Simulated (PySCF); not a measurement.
Simulated C 1s region for `C#[C][GeH3]`, binding energy against the vacuum level.

Every computed line was given a Gaussian of 0.4 eV full width at half maximum and an area set by the number of equivalent atoms; the highest printed point is 100. Computed, not measured: PySCF, delta-SCF UKS SCAN, pcX-2 on the ionised atom, pcseg-1 elsewhere, spin-free X2C.

| binding energy (eV) | intensity |
| --- | --- |
| 289.9 | 1 |
| 290.0 | 4 |
| 290.1 | 15 |
| 290.2 | 39 |
| 290.3 | 74 |
| 290.4 | 100 |
| 290.5 | 98 |
| 290.6 | 69 |
| 290.7 | 35 |
| 290.8 | 13 |
| 290.9 | 3 |
| 291.0 | 1 |

How many maxima does the curve show, and how many computed lines lie under it?

The curve has 1 maximum (at 290.4 eV). Under it lie 2 lines from 2 inequivalent carbon sites. At this width some lines have no maximum of their own.

Decompose the envelope and assign each component. Numbering: `[CH:1]#[C:2][GeH3:3]`.

```tsv
position (eV)	relative area	line	atoms	environment
290.40	1	C 1s	C2	alkyne carbon
290.48	1	C 1s	C1	terminal alkyne carbon
```

What are the centre and the root-mean-square width of the whole band?

The area-weighted mean of the lines is 290.44 eV. Their own spread about it is 0.04 eV (rms) and each Gaussian has σ = 0.4/2.355 = 0.17 eV; the variances add, which gives 0.17 eV.

Above which line width would these two lines show one maximum?

Two equal Gaussians merge once their distance is under 2σ = FWHM/1.177. With 0.08 eV between them that is a full width over 0.09 eV.

The 2 C 1s values lie within 0.08 eV of each other; Gaussian lines of 0.5 eV full width would blend them into one maximum.

The curve has no shake-up lines and no vibrational structure. Spin contamination (⟨S²⟩ against 0.75 for a pure doublet) is marked for C 1s of C1 (0.86) and C 1s of C2 (0.87), which makes these values less certain. Geometry: PBE0-D3(BJ)/def2-SVP; no solvent, vibrations or thermal averaging.

The run took 7.8 s wall on one thread, Arm Neoverse V1, shared host.
